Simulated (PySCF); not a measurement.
**cyclo-(Me2SiS)4: computed shieldings and shifts**

cyclo-(Me2SiS)4, C8H24S4Si4, point group S4.

Bonds: Si1-C2, Si1-C3, Si1-S4, Si1-S16, S4-Si5, Si5-C6, Si5-C7, Si5-S8, S8-Si9, Si9-C10, Si9-C11, Si9-S12, S12-Si13, Si13-C14, Si13-C15, Si13-S16. C2 carries H17, H18, H19; C3 carries H20, H21, H22; C6 carries H23, H24, H25; C7 carries H26, H27, H28; C10 carries H29, H30, H31; C11 carries H32, H33, H34; C14 carries H35, H36, H37; C15 carries H38, H39, H40.

GIAO calculations in PySCF on the PBE0-D3(BJ)/def2-SVP structure: isolated species, non-relativistic, equivalent atoms averaged; basis pcSseg-1.

Question: Give the isotropic shieldings (ppm) with PBE0.

Answer: 
```
                                                                                          atoms                        environment   PBE0
                                                                                  S4/S8/S12/S16              sulfur bonded to 2 Si    672
                                                                               Si1/Si5/Si9/Si13         silicon bonded to 2 C, 2 S  319.0
                                                                    C2/C3/C6/C7/C10/C11/C14/C15           carbon bonded to Si, 3 H  175.5
H17/H18/H19/H20/H21/H22/H23/H24/H25/H26/H27/H28/H29/H30/H31/H32/H33/H34/H35/H36/H37/H38/H39/H40  hydrogen on a carbon bonded to Si  30.64
                                                                             HOMO–LUMO gap (eV)                                  –   6.95
```

Question: And the chemical shifts, against references computed in the same way?

Answer: 
```csv
atoms,"nucleus, reference",PBE0
S4/S8/S12/S16,"³³S, CS2",-176
Si1/Si5/Si9/Si13,"²⁹Si, TMS",33.0
C2/C3/C6/C7/C10/C11/C14/C15,"¹³C, TMS",8.9
H17/H18/H19/H20/H21/H22/H23/H24/H25/H26/H27/H28/H29/H30/H31/H32/H33/H34/H35/H36/H37/H38/H39/H40,"¹H, TMS",0.63
```
